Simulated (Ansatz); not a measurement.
# C2H3BrO (acetyl bromide): from total energies to a heat of formation

The species is C2H3BrO (7 atoms), meant as a singlet with charge 0. As SMILES, `CC(=O)Br`. Geometry: relaxed at PBE0-D4/def2-TZVP.

Total energies at BCCD(T)/6-31G* (spherical functions), 12 core orbitals frozen (Ansatz 0.2.0); the atoms run unrestricted:

```
species    state   energy (Eh)
C2H3BrO  singlet  -2725.166753
      C  triplet    -37.751271
      O  triplet    -74.894743
     Br  doublet  -2572.318361
      H  doublet     -0.498233
```

Harmonic wavenumbers at PBE0-D4/def2-TZVP, in cm⁻¹: 137, 301, 353, 504, 582, 963, 1033, 1109, 1378, 1452, 1453, 1923, 3071, 3153, 3175.

Measured heats of formation of the gaseous atoms at 298.15 K, in kJ/mol: C 716.9, O 249.2, Br 111.9, H 218.0. Spin-orbit lowering of the atoms at 298 K (mean of the ground term's levels less their thermal mean, from spectra), in kJ/mol: C 0.02, O 0.40, Br 14.69. Take 1 Eh = 2625.50 kJ/mol, 1 cm⁻¹ = 0.0119627 kJ/mol, RT = 2.479 kJ/mol.

Problem. Work out the heat of formation of the gas at 298 K.

Solution. 
1. Electronic atomisation energy: 2 × (-37.751271) + (-74.894743) + (-2572.318361) + 3 × (-0.498233) − (-2725.166753) = 0.956408 Eh = 2511.0 kJ/mol.
2. Zero-point energy: half the sum of the wavenumbers, 10293.5 cm⁻¹ = 123.1 kJ/mol.
3. Thermal vibrational enthalpy, Σ hcν̃/(exp(hcν̃/kT) − 1): 5.1 kJ/mol. Translation, rotation and pV of a non-linear molecule: 4 RT = 9.9 kJ/mol.
4. The 7 free atoms carry 5/2 RT each: 43.4 kJ/mol.
5. Spin-orbit coupling lowers the free atoms by 2 × 0.02 + 0.40 + 14.69 = 15.1 kJ/mol.
6. Atomisation enthalpy at 298 K: 2511.0 − 15.1 − 123.1 − 5.1 − 9.9 + 43.4 = 2401.2 kJ/mol.
7. Sum of the atoms' heats of formation: 2448.9 kJ/mol. Heat of formation: 2448.9 − 2401.2 = +47.7 kJ/mol.

The tabulated value is -190.4 kJ/mol (CRC Handbook of Chemistry and Physics), so this level is off by +238.1 kJ/mol, or 9.0 % of the atomisation enthalpy. Coupled cluster needs large bases for atomisation: in a finite one the molecule is underbound. Relativity is left out. A double-zeta basis underbinds. Anharmonicity and any spin-orbit splitting of the molecule are left out, and so is core correlation.
